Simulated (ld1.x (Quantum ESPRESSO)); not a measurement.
Cu: excitation energies, all-electron against PAW

- Element: Cu (Z = 29)
- Generator: ld1.x (Quantum ESPRESSO) 7.5
- Type: PAW
- Functional: PBE
- Relativity: scalar-relativistic
- Frozen core: [Ar]
- Valence charge: 11
- Reference configuration: 3d10 4s0.5 4p0 (charge +0.5)
- Partial waves: 4s (bound): rcut 1.70, rcutus 1.80 bohr; 4s channel at 0.2 Ry: rcut 1.70, rcutus 1.80 bohr; 4p (bound, empty): rcut 3.55, rcutus 3.90 bohr; 4p channel at 1.8 Ry: rcut 3.55, rcutus 3.90 bohr; 3d (bound): rcut 1.55, rcutus 1.70 bohr; 3d channel at 2.8 Ry: rcut 1.55, rcutus 1.70 bohr
- Local potential: all-electron potential smoothed inside 2.60 bohr (lloc = -2)
- Core correction: a·sin(br)/r model core inside 1.70 bohr
- Augmentation charge: PSQ, inside the norm-conserving radii

Energies are relative to the spin-unpolarised reference configuration 3d10 4s0.5 4p0; without spin polarisation the order of configurations can differ from experiment. Not all tests gave a result: 1 of 7 tests not solved or not reliable. Left out of the table: 3d10 4s1 4p0 (solver errors, printed error -1386 eV). The frozen-core shift is the all-electron ΔE with the core orbitals held at their reference shape minus the fully relaxed ΔE.

```csv
valence configuration,charge,ΔE all-electron (eV),error AE − PS (meV),frozen-core shift (meV)
3d10 4s0 4p0,+1,4.986,-5.2,+1.9
3d9 4s0 4p0,+2,26.318,-75,+63
3d7 4s0 4p0,+4,125.047,-2037,+1772
3d9 4s1 4p0,+1,8.416,-63,+62
3d10 4s0 4p1,0,0.974,-0.1,+0.3
```

Problem. What are ΔE and the potential's error for 3d9 4s1 4p1?

Solution. ΔE = 3.648 eV all-electron; the error (AE − PS) is -67 meV.

Levels in the configuration 3d10 4s0 4p1:

```
level  all-electron (eV)  pseudo (eV)
   3d             -7.153       -7.155
   4p             -1.715       -1.717
```
